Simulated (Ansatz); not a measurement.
`C[CH2][GeH]` + `[SiH3]N[SiH3]` → `[SiH3][N]([SiH3])[GeH]` + `CC`  (ligand exchange at a Ge–C bond)

Gas-phase electronic energies from Ansatz, PBE0-D4/def2-TZVP geometries. CCSD(T)/CBS is the MP2 limit (def2-TZVPP, def2-QZVPP) plus CCSD(T) − MP2 in def2-TZVPP, frozen cores. This one scheme is used for every species. Functionals use def2-TZVPP. For Ge outer-core shells are correlated without core-valence functions, which leaves a few kJ/mol of doubt a bond. Scalar relativity is left out up to krypton.

```json
{"level": "LDA (SPW92)", "ΔE (kcal/mol)": "-25.9", "difference from CCSD(T)/CBS": "-0.2"}
{"level": "B97M-V", "ΔE (kcal/mol)": "-26.2", "difference from CCSD(T)/CBS": "-0.5"}
{"level": "PBE0-D4", "ΔE (kcal/mol)": "-25.2", "difference from CCSD(T)/CBS": "0.5"}
{"level": "r2SCAN0-D4", "ΔE (kcal/mol)": "-25.5", "difference from CCSD(T)/CBS": "0.2"}
{"level": "BHLYP-D4", "ΔE (kcal/mol)": "-26.3", "difference from CCSD(T)/CBS": "-0.6"}
{"level": "ωB97M-V", "ΔE (kcal/mol)": "-25.1", "difference from CCSD(T)/CBS": "0.6"}
{"level": "PBE-QIDH", "ΔE (kcal/mol)": "-25.5", "difference from CCSD(T)/CBS": "0.2"}
{"level": "r2SCANh", "ΔE (kcal/mol)": "-25.7", "difference from CCSD(T)/CBS": "0.0"}
{"level": "HF/def2-SVP", "ΔE (kcal/mol)": "-23.8", "difference from CCSD(T)/CBS": "1.9"}
{"level": "MP2/def2-SVP", "ΔE (kcal/mol)": "-28.5", "difference from CCSD(T)/CBS": "-2.8"}
{"level": "CCSD/def2-SVP", "ΔE (kcal/mol)": "-26.9", "difference from CCSD(T)/CBS": "-1.2"}
{"level": "HF/def2-TZVPP", "ΔE (kcal/mol)": "-23.1", "difference from CCSD(T)/CBS": "2.6"}
{"level": "MP2/def2-TZVPP", "ΔE (kcal/mol)": "-27.2", "difference from CCSD(T)/CBS": "-1.5"}
{"level": "CCSD(T)/def2-TZVPP", "ΔE (kcal/mol)": "-26.0", "difference from CCSD(T)/CBS": "-0.3"}
{"level": "MP2/def2-QZVPP", "ΔE (kcal/mol)": "-27.0", "difference from CCSD(T)/CBS": "-1.3"}
{"level": "HF/CBS(def2)", "ΔE (kcal/mol)": "-23.1", "difference from CCSD(T)/CBS": "2.6"}
{"level": "CCSD(T)/CBS", "ΔE (kcal/mol)": "-25.7", "difference from CCSD(T)/CBS": "0"}
```

Largest T1 diagnostic among the species: 0.014.

The D4 term adds −1.9 kcal/mol with B3LYP and −1.0 kcal/mol with PBE0; it sums over pairs of atoms, weighted by their polarisabilities, and B3LYP, whose exchange is more repulsive, gets the larger term. Leaving LDA and LC-ωPBE aside and taking each functional with its dispersion term where it has one, the values, not all of them listed here, spread over 2.3 kcal/mol, from BLYP-D4 to ωB97X-V. LDA lies −1.1 kcal/mol from PBE without D4. From BLYP to BHLYP (50 % exact exchange), in def2-TZVPP and without D4, ΔE moves by +0.9 kcal/mol.

B3LYP here is the variant with VWN-RPA as its local correlation; programs differ in this.
